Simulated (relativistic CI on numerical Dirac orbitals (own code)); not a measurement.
**Dy⁶¹⁺: sensitivity of the levels to the model**

Base calculation: Dirac-Coulomb-Breit CI, separate exchange-only KLI orbitals for each configuration, QED by a radiative potential, unscaled Slater integrals.

Configuration list (outside the closed core 1s2): 2s²2p, 2s2p², 2p³, 2p²3s, 2p²3p, 2p²3d, 2s²3s, 2s²3p, 2s²3d, 2s2p3s, 2s2p3p, 2s2p3d, 2s²4s, 2s²4p, 2s²4d, 2s²4f. Levels of other configurations are missing.

Variants: (1) P86 correlation estimate; (2) Breit term removed; (3) one mean potential for all configurations. Shifts of the energy above 2s²2p ²P°1/2, in eV, for the lowest level and the first level of each name with at least 55 % of one term (blank where a level changes its place among those of its configuration and J or its character, or is not in the variant):

```
       Level     Base   Δ(1)    Δ(2)   Δ(3)
2s²2p ²P°1/2     0.00   0.00    0.00   0.00
2s²2p ²P°3/2   872.27   0.00  +11.98  +0.09
 2s2p² ⁴P3/2  1028.59  +0.03   -0.83  +0.21
 2s2p² ²D5/2  1066.81  +0.03   +6.65  +0.21
 2s2p² ²P1/2  1129.69  +0.03   -1.31  +0.21
 2s2p² ²D3/2  1131.62  +0.03   +2.98  +0.21
 2s2p² ⁴P5/2  1919.13  +0.03  +15.26  +0.21
 2s2p² ²S1/2  2014.37  +0.03   +7.67  +0.20
 2s2p² ²P3/2  2015.36  +0.03  +12.95  +0.21
  2p³ ⁴S°3/2  2195.96  -0.05   -0.13  +0.46
  2p³ ²D°5/2  2218.52  -0.05   +7.09  +0.45
  2p³ ²P°1/2  2268.28  -0.05   -2.59  +0.47
 2s²3s ²S1/2  8154.67  +1.26  +19.34  -0.08
2s²3p ²P°1/2  8230.09  +1.36  +15.78  -0.01
```

At this charge energies of transitions that change n are usually good to better than 1 %, and those within a shell (Δn = 0) to a few per cent.

Ionisation energy from the two ground configurations alone: base 14494 eV; Breit term removed 14516.9 eV. The NIST ASD value (theoretical) is 14495 eV.

LS names give the leading component of a level, which can be under half, so a name can repeat, a term be missing and a line seem to break the LS rules.
